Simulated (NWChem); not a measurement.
System: C3H2FNS; SMILES Fc1cscn1

Excerpt of the output:

```
             Northwest Computational Chemistry Package (NWChem) 7.3.0
             --------------------------------------------------------

 CS  symmetry detected

                             Geometry "geometry" -> ""
                             -------------------------

 Output coordinates in angstroms (scale by  1.889725989 to convert to a.u.)

  No.       Tag          Charge          X              Y              Z
 ---- ---------------- ---------- -------------- -------------- --------------
    1 F                    9.0000    -0.25465275     2.28813595     0.00000000
    2 C                    6.0000    -0.06439321     0.97327289     0.00000000
    3 C                    6.0000    -1.07279821     0.05677439     0.00000000
    4 S                   16.0000    -0.39191180    -1.51707591     0.00000000
    5 C                    6.0000     1.18262321    -0.79330586     0.00000000
    6 N                    7.0000     1.19274127     0.48978625     0.00000000
    7 H                    1.0000    -2.12935007     0.22352486     0.00000000
    8 H                    1.0000     2.07003396    -1.39248608     0.00000000

 Effective nuclear repulsion energy (a.u.)     275.7871741884

      Symmetry information
      --------------------

 Group name             Cs
 Group number              2
 Group order               2
 No. of unique centers     8

                                Z-matrix (autoz)
                                --------

 Units are Angstrom for bonds and degrees for angles

      Type          Name      I     J     K     L     M      Value
      ----------- --------  ----- ----- ----- ----- ----- ----------
    1 Stretch                  1     2                       1.32856
    2 Stretch                  2     3                       1.36266
    3 Stretch                  2     6                       1.34690
    4 Stretch                  3     4                       1.71482
    5 Stretch                  3     7                       1.06963
    6 Stretch                  4     5                       1.73292
    7 Stretch                  5     6                       1.28313
    8 Stretch                  5     8                       1.07075
    9 Bend                     1     2     3               124.03293
   10 Bend                     1     2     6               119.26996
   11 Bend                     2     3     4               108.87193
   12 Bend                     2     3     7               128.76483
   13 Bend                     2     6     5               110.58465
   14 Bend                     3     2     6               116.69712
   15 Bend                     3     4     5                88.70757
   16 Bend                     4     3     7               122.36324
   17 Bend                     4     5     6               115.13874
   18 Bend                     4     5     8               121.28583
   19 Bend                     6     5     8               123.57544
   20 Torsion                  1     2     3     4         180.00000
   21 Torsion                  1     2     3     7           0.00000
   22 Torsion                  1     2     6     5         180.00000
   23 Torsion                  2     3     4     5           0.00000
   24 Torsion                  2     6     5     4           0.00000
   25 Torsion                  2     6     5     8         180.00000
   26 Torsion                  3     2     6     5          -0.00000
   27 Torsion                  3     4     5     6           0.00000
   28 Torsion                  3     4     5     8         180.00000
   29 Torsion                  4     3     2     6           0.00000
   30 Torsion                  5     4     3     7         180.00000
   31 Torsion                  6     2     3     7         180.00000

                           NWChem Geometry Optimization
                           ----------------------------

 maximum gradient threshold         (gmax) =   0.000450
 rms gradient threshold             (grms) =   0.000300
 maximum cartesian step threshold   (xmax) =   0.001800
 rms cartesian step threshold       (xrms) =   0.001200
 fixed trust radius                (trust) =   0.300000
 source of zmatrix                         =   autoz

          -------------------
          Energy Minimization
          -------------------

 Using diagonal initial Hessian
 Scaling for Hessian diagonals: bonds = 1.00  angles = 0.25  torsions = 0.10

          --------
          Step   0

                                 NWChem DFT Module
                                 -----------------

 Summary of "ao basis" -> "ao basis" (spherical)
 ------------------------------------------------------------------------------
       Tag                 Description            Shells   Functions and Types
 ---------------- ------------------------------  ------  ---------------------
 F                          def2-svp                 6       14   3s2p1d
 C                          def2-svp                 6       14   3s2p1d
 S                          def2-svp                 8       18   4s3p1d
 N                          def2-svp                 6       14   3s2p1d
 H                          def2-svp                 3        5   2s1p

      Symmetry analysis of basis
      --------------------------

        a'         71
        a"         27

            General Information
            -------------------
          SCF calculation type: DFT
          Wavefunction type:  closed shell.
          No. of atoms     :     8
          No. of electrons :    52
           Alpha electrons :    26
            Beta electrons :    26
          Charge           :     0
          Spin multiplicity:     1
          Use of symmetry is: on ; symmetry adaption is: on
          Maximum number of iterations: 150
          AO basis - number of functions:    98
                     number of shells:    44
          Convergence on energy requested:  1.00D-06
          Convergence on density requested:  1.00D-05
          Convergence on gradient requested:  5.00D-04

              XC Information
              --------------
                         PBE0 Method XC Functional
                     Hartree-Fock (Exact) Exchange  0.250
          PerdewBurkeErnzerhof Exchange Functional  0.750
            Perdew 1991 LDA Correlation Functional  1.000 local
           PerdewBurkeErnz. Correlation Functional  1.000 non-local

             Grid Information
             ----------------
          Grid used for XC integration:  medium
          Radial quadrature: Mura-Knowles
          Angular quadrature: Lebedev.
          Tag              B.-S. Rad. Rad. Pts. Rad. Cut. Ang. Pts.
          ---              ---------- --------- --------- ---------
          F                   0.50       49          11.0       434
          C                   0.70       49          10.0       434
          S                   1.00       88           8.0       590
          N                   0.65       49          10.0       434
          H                   0.35       45          11.0       434
          Grid pruning is: on
          Number of quadrature shells:   423
          Spatial weights used:  Erf1

      Superposition of Atomic Density Guess
      -------------------------------------

 Sum of atomic energies:        -664.75700102

      Non-variational initial energy
      ------------------------------

 Total energy =    -668.077707
 1-e energy   =   -1463.152993
 2-e energy   =     519.288112
 HOMO         =      -0.231277
 LUMO         =       0.006592

      Symmetry analysis of molecular orbitals - initial
      -------------------------------------------------

  Numbering of irreducible representations:

     1 a'          2 a"

  Orbital symmetries:

[...]

      ----------------------
      Optimization converged
      ----------------------

  Step       Energy      Delta E   Gmax     Grms     Xrms     Xmax
  ---- ---------------- -------- -------- -------- -------- --------
@    4    -667.53463034 -2.2D-07  0.00004  0.00001  0.00027  0.00070
                                     ok       ok       ok       ok

                                Z-matrix (autoz)
                                --------

 Units are Angstrom for bonds and degrees for angles

      Type          Name      I     J     K     L     M      Value     Gradient
      ----------- --------  ----- ----- ----- ----- ----- ---------- ----------
    1 Stretch                  1     2                       1.31639   -0.00001
    2 Stretch                  2     3                       1.36880   -0.00001
    3 Stretch                  2     6                       1.34739   -0.00001
    4 Stretch                  3     4                       1.71612    0.00004
    5 Stretch                  3     7                       1.08729   -0.00002
    6 Stretch                  4     5                       1.72491   -0.00002
    7 Stretch                  5     6                       1.29907    0.00003
    8 Stretch                  5     8                       1.09218   -0.00000
    9 Bend                     1     2     3               123.98627    0.00000
   10 Bend                     1     2     6               118.62429    0.00000
   11 Bend                     2     3     4               108.27813    0.00001
   12 Bend                     2     3     7               128.50757    0.00001
   13 Bend                     2     6     5               109.83080    0.00001
   14 Bend                     3     2     6               117.38945   -0.00000
   15 Bend                     3     4     5                89.27772   -0.00002
   16 Bend                     4     3     7               123.21430   -0.00002
   17 Bend                     4     5     6               115.22391    0.00000
   18 Bend                     4     5     8               120.73418   -0.00003
   19 Bend                     6     5     8               124.04191    0.00002
   20 Torsion                  1     2     3     4         180.00000    0.00000
   21 Torsion                  1     2     3     7           0.00000    0.00000
   22 Torsion                  1     2     6     5         180.00000    0.00000
   23 Torsion                  2     3     4     5           0.00000    0.00000
   24 Torsion                  2     6     5     4           0.00000    0.00000
   25 Torsion                  2     6     5     8         180.00000    0.00000
   26 Torsion                  3     2     6     5          -0.00000    0.00000
   27 Torsion                  3     4     5     6           0.00000    0.00000
   28 Torsion                  3     4     5     8         180.00000    0.00000
   29 Torsion                  4     3     2     6           0.00000    0.00000
   30 Torsion                  5     4     3     7         180.00000    0.00000
   31 Torsion                  6     2     3     7         180.00000    0.00000

                         Geometry "geometry" -> "geometry"
                         ---------------------------------

 Output coordinates in angstroms (scale by  1.889725989 to convert to a.u.)

  No.       Tag          Charge          X              Y              Z
 ---- ---------------- ---------- -------------- -------------- --------------
    1 F                    9.0000    -0.25397083     2.27846257     0.00000000
    2 C                    6.0000    -0.06547562     0.97563917     0.00000000
    3 C                    6.0000    -1.07918709     0.05585505     0.00000000
    4 S                   16.0000    -0.38280083    -1.51262195     0.00000000
    5 C                    6.0000     1.18476207    -0.79285082     0.00000000
    6 N                    7.0000     1.19748023     0.50615731     0.00000000
    7 H                    1.0000    -2.15226286     0.23107055     0.00000000
    8 H                    1.0000     2.08374734    -1.41308539     0.00000000

 Effective nuclear repulsion energy (a.u.)     275.6975476846

      Symmetry information
      --------------------

 Group name             Cs
 Group number              2
 Group order               2
 No. of unique centers     8

                Final and change from initial internal coordinates
                --------------------------------------------------

                                Z-matrix (autoz)
                                --------

 Units are Angstrom for bonds and degrees for angles

[...]

 Rotational Constants
 --------------------
 A=   0.255787 cm-1  (  0.368013 K)
 B=   0.085875 cm-1  (  0.123552 K)
 C=   0.064291 cm-1  (  0.092498 K)

 Temperature                      =   298.15K
 frequency scaling parameter      =   1.0000

 Zero-Point correction to Energy  =   30.205 kcal/mol  (  0.048134 au)
 Thermal correction to Energy     =   33.049 kcal/mol  (  0.052667 au)
 Thermal correction to Enthalpy   =   33.641 kcal/mol  (  0.053611 au)

 Total Entropy                    =   71.373 cal/mol-K
   - Translational                =   39.788 cal/mol-K (mol. weight = 102.9892)
   - Rotational                   =   26.526 cal/mol-K (symmetry #  =        1)
   - Vibrational                  =    5.059 cal/mol-K

 Cv (constant volume heat capacity) =   16.402 cal/mol-K
   - Translational                  =    2.979 cal/mol-K
   - Rotational                     =    2.979 cal/mol-K
   - Vibrational                    =   10.443 cal/mol-K

[normal modes left out]

 ----------------------------------------------------------------------------
 Normal Eigenvalue ||           Projected Infra Red Intensities
  Mode   [cm**-1]  || [atomic units] [(debye/angs)**2] [(KM/mol)] [arbitrary]
 ------ ---------- || -------------- ----------------- ---------- -----------
    1       -0.000 ||    0.000000           0.000         0.000       0.000
    2       -0.000 ||    0.000880           0.020         0.857       0.372
    3       -0.000 ||    0.000403           0.009         0.393       0.171
    4       -0.000 ||    0.001098           0.025         1.071       0.465
    5       -0.000 ||    0.000099           0.002         0.096       0.042
    6        0.000 ||    0.000257           0.006         0.250       0.109
    7      278.971 ||    0.000279           0.006         0.272       0.118
    8      437.729 ||    0.000336           0.008         0.328       0.142
    9      511.920 ||    0.001849           0.043         1.802       0.783
   10      577.264 ||    0.002397           0.055         2.337       1.015
   11      691.450 ||    0.004863           0.112         4.741       2.059
   12      701.440 ||    0.004953           0.114         4.828       2.097
   13      739.148 ||    0.016419           0.379        16.006       6.952
   14      828.265 ||    0.053897           1.243        52.542      22.820
   15      867.728 ||    0.008677           0.200         8.459       3.674
   16      902.982 ||    0.025072           0.578        24.442      10.615
   17     1006.129 ||    0.034193           0.789        33.333      14.477
   18     1164.556 ||    0.015457           0.357        15.068       6.544
   19     1272.149 ||    0.008932           0.206         8.707       3.782
   20     1443.844 ||    0.105852           2.442       103.190      44.817
   21     1528.079 ||    0.017589           0.406        17.147       7.447
   22     1632.050 ||    0.249883           5.765       243.598     105.798
   23     3250.964 ||    0.001568           0.036         1.529       0.664
   24     3303.809 ||    0.011901           0.275        11.602       5.039
 ----------------------------------------------------------------------------
```

Level: PBE0/def2-SVP. 

Q: Which NWChem input produces such a log?

A: One answer among several that fit: the input that was run:
```
start job
memory heap 200 mb stack 900 mb global 1100 mb
geometry units angstroms
  F     -1.792108    -1.232711    -0.648435
  C     -0.717668    -0.543802    -0.279590
  C     -0.758727     0.722779     0.221346
  S      0.841090     1.235117     0.565884
  C      1.412290    -0.301415     0.003920
  N      0.499358    -1.108611    -0.397848
  H     -1.609778     1.346946     0.395229
  H      2.456283    -0.539288     0.000784
end
basis spherical
  * library def2-svp
end
dft
  xc pbe0
  iterations 150
end
driver
  maxiter 120
end
task dft optimize
task dft freq
```
